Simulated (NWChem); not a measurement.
Everything below was run with NWChem. System: CHO$_{2}$, charge 0, spin multiplicity 2, at a geometry optimised with UPBE0/def2-SVP. The structure started from a generated list of species. Its SCF solution wasn't tested for a lower state. Level: UCAM-B3LYP/def2-TZVP.

Input file:

```
start mol
memory heap 200 mb stack 900 mb global 1100 mb
geometry units angstroms nocenter noautoz
  O     -0.139576     1.162841     0.000000
  C      0.213439     0.017923     0.000000
  O     -0.192079    -1.154970     0.000000
  H      1.372602    -0.170511     0.000000
  symmetry group Cs
end
basis spherical
  * library def2-tzvp
end
dft
  xc xcamb88 1.00 lyp 0.81 vwn_5 0.19 hfexch 1.00
  cam 0.33 cam_alpha 0.19 cam_beta 0.46
  odft
  mult 2
  direct
  iterations 100
end
task dft energy
```

Output (cleaned and shortened):

```
             Northwest Computational Chemistry Package (NWChem) 7.3.0
             --------------------------------------------------------

                                NWChem Input Module
                                -------------------

 Scaling coordinates for geometry "geometry" by  1.889725989
 (inverse scale =  0.529177249)

 Turning off AUTOSYM since
 SYMMETRY directive was detected!

                             Geometry "geometry" -> ""
                             -------------------------

 Output coordinates in angstroms (scale by  1.889725989 to convert to a.u.)

  No.       Tag          Charge          X              Y              Z
 ---- ---------------- ---------- -------------- -------------- --------------
    1 O                    8.0000    -0.13957600     1.16284100     0.00000000
    2 C                    6.0000     0.21343900     0.01792300     0.00000000
    3 O                    8.0000    -0.19207900    -1.15497000     0.00000000
    4 H                    1.0000     1.37260200    -0.17051100     0.00000000

 Effective nuclear repulsion energy (a.u.)      63.3695890587

            Nuclear Dipole moment (a.u.)
            ----------------------------
        X                 Y               Z
 ---------------- ---------------- ----------------
    -0.0000075589    -0.0000094486     0.0000000000

      Symmetry information
      --------------------

 Group name             Cs
 Group number              2
 Group order               2
 No. of unique centers     4

      Symmetry unique atoms

     1    2    3    4


 Summary of "ao basis" -> "" (spherical)
 ------------------------------------------------------------------------------
       Tag                 Description            Shells   Functions and Types
 ---------------- ------------------------------  ------  ---------------------
 *                         def2-tzvp                  on all atoms

                                 NWChem DFT Module
                                 -----------------

 Summary of "ao basis" -> "ao basis" (spherical)
 ------------------------------------------------------------------------------
       Tag                 Description            Shells   Functions and Types
 ---------------- ------------------------------  ------  ---------------------
 O                         def2-tzvp                11       31   5s3p2d1f
 C                         def2-tzvp                11       31   5s3p2d1f
 H                         def2-tzvp                 4        6   3s1p

 Summary of "ao basis" -> "ao basis" (spherical)
 ------------------------------------------------------------------------------
       Tag                 Description            Shells   Functions and Types
 ---------------- ------------------------------  ------  ---------------------
 O                         def2-tzvp                11       31   5s3p2d1f
 C                         def2-tzvp                11       31   5s3p2d1f
 H                         def2-tzvp                 4        6   3s1p

      Symmetry analysis of basis
      --------------------------

        a'         68
        a"         31

  int_init: cando_txs set to always be  F

            General Information
            -------------------
          SCF calculation type: DFT
          Wavefunction type:  spin polarized.
          No. of atoms     :     4
          No. of electrons :    23
           Alpha electrons :    12
            Beta electrons :    11
          Charge           :     0
[...]
 Vector   11  Occ=1.000000D+00  E=-3.879040D-01  Symmetry=a'
              MO Center= -6.9D-02,  3.3D-01, -3.1D-15, r^2= 1.8D+00
   Bfn.  Coefficient  Atom+Function         Bfn.  Coefficient  Atom+Function
  ----- ------------  ---------------      ----- ------------  ---------------
     6      0.368515  1 O  px                 9      0.297615  1 O  px
    68     -0.221896  3 O  px                12      0.212837  1 O  px
    71     -0.176381  3 O  px                69      0.166298  3 O  py
    72      0.140714  3 O  py                74     -0.139385  3 O  px
     7      0.132260  1 O  py                10      0.109856  1 O  py

 Vector   12  Occ=0.000000D+00  E=-1.601401D-01  Symmetry=a'
              MO Center=  2.0D-01, -4.3D-01, -1.1D-15, r^2= 2.0D+00
   Bfn.  Coefficient  Atom+Function         Bfn.  Coefficient  Atom+Function
  ----- ------------  ---------------      ----- ------------  ---------------
    68      0.360609  3 O  px                96     -0.352138  4 H  s
    71      0.299449  3 O  px                74      0.276568  3 O  px
    95     -0.228423  4 H  s                  6      0.201852  1 O  px
     5      0.177222  1 O  s                  9      0.172563  1 O  px
    12      0.146274  1 O  px                35     -0.143968  2 C  s

 Vector   13  Occ=0.000000D+00  E= 4.494716D-02  Symmetry=a"
              MO Center=  1.6D-01,  6.3D-02, -2.0D-14, r^2= 1.8D+00
   Bfn.  Coefficient  Atom+Function         Bfn.  Coefficient  Atom+Function
  ----- ------------  ---------------      ----- ------------  ---------------
    45      0.594216  2 C  pz                42      0.419674  2 C  pz
    14     -0.403545  1 O  pz                39      0.381764  2 C  pz
    76     -0.357768  3 O  pz                 8     -0.278063  1 O  pz
    70     -0.249424  3 O  pz                11     -0.214521  1 O  pz
    73     -0.197356  3 O  pz                54     -0.049267  2 C  d  1

 Vector   14  Occ=0.000000D+00  E= 9.904304D-02  Symmetry=a'
              MO Center=  1.7D+00, -2.6D-01,  8.6D-15, r^2= 2.6D+00
   Bfn.  Coefficient  Atom+Function         Bfn.  Coefficient  Atom+Function
  ----- ------------  ---------------      ----- ------------  ---------------
    96      2.560603  4 H  s                 36     -1.407848  2 C  s
    43     -0.928094  2 C  px                95     -0.347830  4 H  s
    35     -0.281507  2 C  s                 37     -0.269780  2 C  px
    12      0.261807  1 O  px                40     -0.188746  2 C  px
    74      0.161172  3 O  px                34     -0.119764  2 C  s

   alpha - beta orbital overlaps
   -----------------------------

   alpha      1      2      3      4      5      6      7      8      9     10
    beta      1      2      3      4      5      6      7      9      8     11
 overlap   1.000  1.000  1.000  0.983  0.983  0.987  0.990  0.973  0.999  0.775

   alpha     11     12     13     14     15     16     17     18     19     20
    beta     10     12     13     14     15     16     17     18     19     20
 overlap   0.999  0.796  1.000  0.997  0.997  0.999  1.000  0.997  0.983  0.915

   alpha     21     22     23     24     25     26     27     28     29     30
    beta     22     21     23     24     25     26     27     28     29     30
 overlap   0.859  0.927  1.000  0.994  0.999  0.971  0.972  1.000  0.999  1.000

   alpha     31     32     33     34     35     36     37     38     39     40
    beta     31     32     33     34     35     36     37     38     39     40
 overlap   1.000  1.000  1.000  0.999  0.997  0.990  0.990  0.984  0.981  0.999

   alpha     41     42     43     44     45     46     47     48     49     50
    beta     41     42     43     44     45     46     47     48     49     50
 overlap   0.999  0.995  0.995  0.996  0.998  0.999  0.998  0.996  0.895  0.895

   alpha     51     52     53     54     55     56     57     58     59     60
    beta     51     52     53     54     55     56     57     58     59     60
 overlap   0.992  0.999  0.999  0.999  0.996  0.971  0.971  0.995  0.997  0.999

   alpha     61     62     63     64     65     66     67     68     69     70
    beta     61     62     63     64     65     66     67     68     69     70
 overlap   0.990  0.982  0.976  0.999  0.998  1.000  1.000  0.999  0.998  0.999

   alpha     71     72     73     74     75     76     77     78     79     80
    beta     71     72     73     74     75     76     77     78     79     80
 overlap   1.000  1.000  0.978  0.985  0.977  0.984  0.997  0.999  0.997  0.998

   alpha     81     82     83     84     85     86     87     88     89     90
    beta     81     82     83     84     85     86     87     88     89     90
 overlap   0.999  0.999  0.999  0.982  0.986  0.983  0.985  0.997  0.994  0.999

   alpha     91     92     93     94     95     96     97     98     99
    beta     91     92     93     94     95     96     97     98     99
 overlap   1.000  1.000  0.985  0.985  0.999  0.999  1.000  1.000  1.000

     --------------------------
     Expectation value of S2:
     --------------------------
      <S2> =      0.7573 (Exact =     0.7500)

 center of mass
 --------------
 x =  -0.05712232 y =   0.00710266 z =   0.00000000

 moments of inertia (a.u.)
 ------------------
         153.546217760299          -2.740764506663           0.000000000000
          -2.740764506663          11.806166674120           0.000000000000
           0.000000000000           0.000000000000         165.352384434420

     Multipole analysis of the density
     ---------------------------------

     L   x y z        total         alpha         beta         nuclear
     -   - - -        -----         -----         ----         -------
     0   0 0 0     -0.000000    -12.000000    -11.000000     23.000000

     1   1 0 0      0.626558      0.127859      0.498706     -0.000008
     1   0 1 0     -0.276768      0.322258     -0.599016     -0.000009
     1   0 0 1     -0.000000     -0.000000     -0.000000      0.000000

     2   2 0 0    -10.655445    -11.584493     -8.385644      9.314692
     2   1 1 0     -0.073455     -0.645672     -0.374956      0.947173
     2   1 0 1      0.000000      0.000000      0.000000      0.000000
     2   0 2 0    -15.557821    -48.144937    -44.263047     76.850163
     2   0 1 1      0.000000      0.000000      0.000000      0.000000
     2   0 0 2    -11.998028     -6.181187     -5.816841      0.000000

 Task  times  cpu:       82.6s     wall:       82.6s

 Total times  cpu:       82.7s     wall:       82.7s
```
